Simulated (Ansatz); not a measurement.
Cost and result for the atomization energy of C₃H₆O₂Si, SMILES `COC#CO[SiH3]` (12 atoms, 11 bonds).

```xyz
12

C    -0.831   -1.510    2.384
O    -0.478   -0.197    1.949
C    -0.166   -0.122    0.684
C     0.124   -0.030   -0.472
O     0.440    0.057   -1.738
Si    0.836    1.529   -2.428
H     0.007   -2.196    2.237
H    -1.703   -1.870    1.832
H    -1.066   -1.426    3.443
H     2.027    2.094   -1.749
H    -0.309    2.463   -2.302
H     1.120    1.207   -3.842
```

Charge 0, multiplicity 1. The geometry is a stationary point of PBE0-D4/def2-TZVP. Program: Ansatz. All runs use 4 threads of an Arm Neoverse V2 on a shared host. Times are those of one run each, without the atoms' runs, and a repeat can differ threefold. Electronic energies, without spin–orbit coupling; frozen cores. CCSD(T)/CBS adds CCSD(T) − MP2 in def2-TZVPP to the MP2 limit, and its time is that of the two runs behind it. T1 = 0.013. B3LYP takes the VWN-RPA correlation (the form of Gaussian; ORCA's B3LYP/G).

CCSD(T)/CBS is a level of theory with its own doubt, some kJ/mol a heavy atom from the limit and from the frozen cores, so smaller differences don't rank the functionals.

```
                             level  functions  wall time  atomization (kcal/mol)  difference from CCSD(T)/CBS  per bond
   PBE-D4/def2-TZVPP (with forces)        281      2.5 s                  1135.1                         31.7       2.9
                PBE0-D4/def2-TZVPP        281        3 s                  1106.1                          2.7       0.2
r2SCAN-D4/def2-TZVPP (with forces)        281      4.8 s                  1106.9                          3.5       0.3
 B3LYP-D4/def2-TZVPP (with forces)        281      4.8 s                  1104.8                          1.4       0.1
                 B2PLYP/def2-TZVPP        281        6 s                  1094.6                         -8.8      -0.8
                ωB97X-V/def2-TZVPP        281        8 s                  1106.9                          3.5       0.3
  ωB97M-V/def2-TZVPP (with forces)        281       12 s                  1107.5                          4.1       0.4
                    MP2/def2-QZVPP        535       26 s                  1118.8                         15.4       1.4
                CCSD(T)/def2-TZVPP        281    4.7 min                  1072.1                        -31.3      -2.8
                 CCSD(T)/CBS(def2)          –    5.1 min                  1103.4                          0.0       0.0
```

The D4 term adds +8.1 kcal/mol with B3LYP and +4.3 kcal/mol with PBE0; it sums over pairs of atoms, weighted by their polarisabilities, and B3LYP, whose exchange is more repulsive, gets the larger term. From PBE to PBE0 (25 % exact exchange), in def2-TZVPP and without D4, the atomization energy moves by −28.2 kcal/mol: exact exchange takes away binding that semilocal exchange gives to molecules. In def2-TZVPP, CCSD(T) changes the Hartree–Fock value by +297.3 kcal/mol (the triples alone add +19.9 kcal/mol) and MP2 by +325.3 kcal/mol; breaking electron pairs costs correlation energy, which Hartree–Fock lacks.
